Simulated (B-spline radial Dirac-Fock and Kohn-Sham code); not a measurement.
**What relativity does to the binding energies of Pr¹⁸⁺**

System: Pr¹⁸⁺, configuration [Kr] 4d5.

Both columns are ΔSCF binding energies of the configuration average from a B-spline atomic structure program: non-relativistic Hartree-Fock with a point nucleus, and Dirac-Fock with a finite nucleus and the Coulomb interaction alone, averaged over the two j levels with weights 2j+1.

```
shell  Hartree-Fock (eV)  Dirac-Fock (eV)  shift (eV)  shift (%)
   1s            40519.8          42620.9    +2101.09      +5.19
   2s             6792.5           7324.7     +532.21      +7.84
   2p             6438.9           6603.7     +164.81      +2.56
   3s             1842.8           1965.1     +122.28      +6.64
   3p             1688.8           1730.4      +41.60      +2.46
   3d             1404.9           1393.3      -11.61      -0.83
   4s              688.2            720.5      +32.31      +4.69
   4p              623.7            634.6      +10.96      +1.76
   4d              518.1            515.9       -2.22      -0.43
```

Relativity binds 1s, 2s, 2p, 3s, 3p, 4s, 4p more strongly, among those listed most of all 2s in relative terms, and 3d, 4d more weakly, because the contracted s and p shells screen the nucleus better.

Values without a named source are computed, but for edge energies of neutral atoms, which are taken from tables.
